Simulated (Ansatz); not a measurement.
A set of 12 reactions (isomerisation), with CCSD(T)/CBS values in kJ/mol:

```tsv
reaction	ΔE
`C=CCC=O` → `C1=CCOC1`	7.2
`C=CCC=O` → `C=COC=C`	64.1
`C[SiH2][Te]C` → `CC[Te][SiH3]`	45.8
`CC(C)COC(=O)C(C)C` → `CCCCC(=O)OC(C)C`	-6.7
`C=CCC=O` → `C1=COCC1`	-6.6
`N[SiH](O)[SiH3]` → `N[SiH2]O[SiH3]`	-111.6
`C=CCC=O` → `CC1(O)C=C1`	142.9
`C=CCC=O` → `CC#COC`	154.1
`C=CCC=O` → `C#CCOC`	148.4
`F[SiH](F)[Si](Cl)(Cl)Cl` → `F[Si](F)(Cl)[SiH](Cl)Cl`	-10.5
`N[SiH](O)[SiH3]` → `O[SiH2]N[SiH3]`	-63.0
`CC(C)COC(=O)C(C)C` → `COC1(OC)CCCCC1`	81.3
```

Calculated with Ansatz (gas phase, PBE0-D4/def2-TZVP geometries, no zero-point term in ΔE). CCSD(T)/CBS is the MP2 limit (def2-TZVPP, def2-QZVPP) plus CCSD(T) − MP2 in def2-TZVPP, frozen cores. This one scheme is used for every species. Functionals use def2-TZVPP. B3LYP here is the variant with VWN-RPA as its local correlation; programs differ in this. Elements past krypton have def2 core potentials. For Te outer-core shells are correlated without core-valence functions, which leaves a few kJ/mol of doubt a bond. One conformer a species, not always the lowest.

Problem. Give the mean, mean absolute and largest difference (level minus CCSD(T)/CBS, kJ/mol) for: PBE-D4, r2SCAN-D4, PBE0-D4, B3LYP-D4, ωB97X-V, PBE, PBE0, B3LYP, HF/def2-TZVPP, MP2/def2-TZVPP, SCS-MP2/def2-TZVPP, CCSD/def2-TZVPP, HF/CBS(def2), CCSD/CBS(def2). (Best estimate.)

Solution. Ansatz gave: 
```json
{"level": "PBE-D4", "mean": "4.5", "mean absolute": "8.2", "largest": "28.3"}
{"level": "r2SCAN-D4", "mean": "1.7", "mean absolute": "4.8", "largest": "11.0"}
{"level": "PBE0-D4", "mean": "0.3", "mean absolute": "7.4", "largest": "18.4"}
{"level": "B3LYP-D4", "mean": "4.0", "mean absolute": "6.0", "largest": "14.3"}
{"level": "ωB97X-V", "mean": "-0.3", "mean absolute": "3.4", "largest": "7.8"}
{"level": "PBE", "mean": "5.2", "mean absolute": "9.0", "largest": "27.2"}
{"level": "PBE0", "mean": "0.9", "mean absolute": "7.6", "largest": "17.4"}
{"level": "B3LYP", "mean": "5.2", "mean absolute": "8.1", "largest": "30.7"}
{"level": "HF/def2-TZVPP", "mean": "4.8", "mean absolute": "13.6", "largest": "34.5"}
{"level": "MP2/def2-TZVPP", "mean": "-2.6", "mean absolute": "4.2", "largest": "-8.6"}
{"level": "SCS-MP2/def2-TZVPP", "mean": "-0.5", "mean absolute": "5.7", "largest": "-13.4"}
{"level": "CCSD/def2-TZVPP", "mean": "0.9", "mean absolute": "2.7", "largest": "8.8"}
{"level": "HF/CBS(def2)", "mean": "4.4", "mean absolute": "13.9", "largest": "34.1"}
{"level": "CCSD/CBS(def2)", "mean": "-0.4", "mean absolute": "1.2", "largest": "-4.0"}
```

The largest T1 diagnostic in the set is 0.013, for `C=CCC=O` (customary mark 0.02).

CCSD(T)/CBS is a level of theory with its own doubt, and the functionals carry their triple-zeta basis error, so these figures describe this set and don't rank the functionals.
